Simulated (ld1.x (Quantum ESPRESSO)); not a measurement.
molybdenum, PAW: configuration errors across variants

```
Element                 : molybdenum (Mo)
Generator               : ld1.x (Quantum ESPRESSO) 7.5
Type                    : PAW
Functional              : PBE
Relativity              : scalar-relativistic
Frozen core             : [Ar] 3d10
Valence charge          : 14
Reference configuration : 4s2 4p6 4d5 5s1 5p0
Partial waves           : 4s (bound): rcut 1.45, rcutus 2.00 bohr; 5s (bound): rcut 1.45, rcutus 2.00 bohr; 4p (bound): rcut 1.65, rcutus 2.05 bohr; 5p (bound, empty): rcut 1.65, rcutus 2.05 bohr; 4d (bound): rcut 1.45, rcutus 2.05 bohr; 4d channel at 1 Ry: rcut 1.45, rcutus 2.05 bohr; 4f channel at 0.05 Ry: rcut 1.60, rcutus 2.15 bohr
Local potential         : all-electron potential smoothed inside 1.90 bohr (lloc = -1)
Core correction         : Bessel-smoothed model core inside 2.10 bohr
Augmentation charge     : BESSEL, radius 1.15 bohr
```

All-electron excitation energies from the reference (eV): (1) 4s2 4p6 4d5 5s0 5p0 6.890; (2) 4s2 4p6 4d4 5s0 5p0 22.352; (3) 4s2 4p6 4d3 5s0 5p0 49.096; (4) 4s2 4p6 4d4 5s1 5p0 8.064; (5) 4s2 4p6 4d4 5s1 5p1 3.740; (6) 4s2 4p5 4d5 5s1 5p0 43.967; (7) 4s2 4p6 4d5 5s0.5 5p0 2.727.

On the changes marked as counting shells twice: ld1.x takes every shell without a wave as core, so the model core holds the marked electrons as well and exchange and correlation see them twice. This cancels in the reference configuration, but the file is broken for other ones, and its errors say nothing about a proper core correction.

The overlap operator is not positive definite (basis up to 400 Ry) in “base”, “waves 4d (bound): rcut 1.45, rcutus 1.82 bohr; 4d channel at 1 Ry: rcut 1.45, rcutus 1.82 bohr”, “wave 4f channel at 0.05 Ry: rcut 1.60, rcutus 2.15 bohr becomes 4f channel at 0.75 Ry: rcut 1.60, rcutus 2.15 bohr”, “wave 4f channel at 0.05 Ry: rcut 1.60, rcutus 2.15 bohr becomes 4f channel at 0.05 Ry: rcut 1.60, rcutus 2.12 bohr”, “core correction Bessel-smoothed model core inside 2.18 bohr”, “added wave 4f channel at 2.5 Ry: rcut 1.60, rcutus 2.15 bohr”, “local potential all-electron potential smoothed inside 2.10 bohr (lloc = -1)”. Such files are unfit for use, however small their errors in these radial tests.

3 further variants failed, have other tests or too few solved ones, and are left out.

The file “type RRKJ; waves now 4p (bound): rc 2.05 bohr; 4d (bound): rc 2.05 bohr; 4f channel at 0.05 Ry: rc 2.15 bohr; 4s (bound): rc 2.00 bohr; local potential the s channel (5s counted twice)” misses its own reference levels by 2.0 eV.

Errors AE − PS in meV (a dash: test not solved or not reliable):

| change | (1) | (2) | (3) | (4) | (5) | (6) | (7) | bound ghosts |
| --- | --- | --- | --- | --- | --- | --- | --- | --- |
| base | -1.8 | -4.2 | -13 | +0.7 | +85 | -26 | -0.6 | not determined (overlap not positive) |
| waves 4d (bound): rcut 1.45, rcutus 1.82 bohr; 4d channel at 1 Ry: rcut 1.45, rcutus 1.82 bohr | -1.3 | -7.0 | -44 | -2.2 | +67 | -16 | -0.5 | not determined (overlap not positive) |
| wave 4f channel at 0.05 Ry: rcut 1.60, rcutus 2.15 bohr becomes 4f channel at 0.75 Ry: rcut 1.60, rcutus 2.15 bohr | -1.8 | -4.2 | -13 | +0.7 | +85 | -26 | -0.6 | not determined (overlap not positive) |
| wave 4f channel at 0.05 Ry: rcut 1.60, rcutus 2.15 bohr becomes 4f channel at 0.05 Ry: rcut 1.60, rcutus 2.12 bohr | -1.8 | -4.2 | -13 | +0.7 | +85 | -26 | -0.6 | not determined (overlap not positive) |
| core correction Bessel-smoothed model core inside 2.18 bohr | -1.7 | -4.2 | -13 | +0.7 | +85 | -26 | -0.6 | not determined (overlap not positive) |
| type RRKJ; waves now 4p (bound): rc 2.05 bohr; 4d (bound): rc 2.05 bohr; 4f channel at 0.05 Ry: rc 2.15 bohr; 4s (bound): rc 2.00 bohr; local potential the s channel (5s counted twice) | -2656 | -4017 | -5548 | -240 | +371 | -169 | -1163 | none |
| added wave 4f channel at 2.5 Ry: rcut 1.60, rcutus 2.15 bohr | -1.8 | -4.2 | -13 | +0.7 | +85 | -26 | -0.6 | not determined (overlap not positive) |
| local potential all-electron potential smoothed inside 2.10 bohr (lloc = -1) | -1.4 | -1.1 | -2.4 | +0.6 | +4.8 | -22 | -0.6 | not determined (overlap not positive) |
| local potential all-electron potential smoothed inside 1.90 bohr (lloc = -2) | -1.4 | -1.1 | -1.3 | +1.6 | +3.8 | -14 | -0.6 | none |

(1) Give the same row for: waves 4p (bound): rcut 1.65, rcutus 2.66 bohr; 5p (bound): rcut 1.65, rcutus 2.66 bohr.

Results:

(1) -0.8, -0.6, -14, +0.3, +1.9, -23, -0.4; bound ghosts: none.
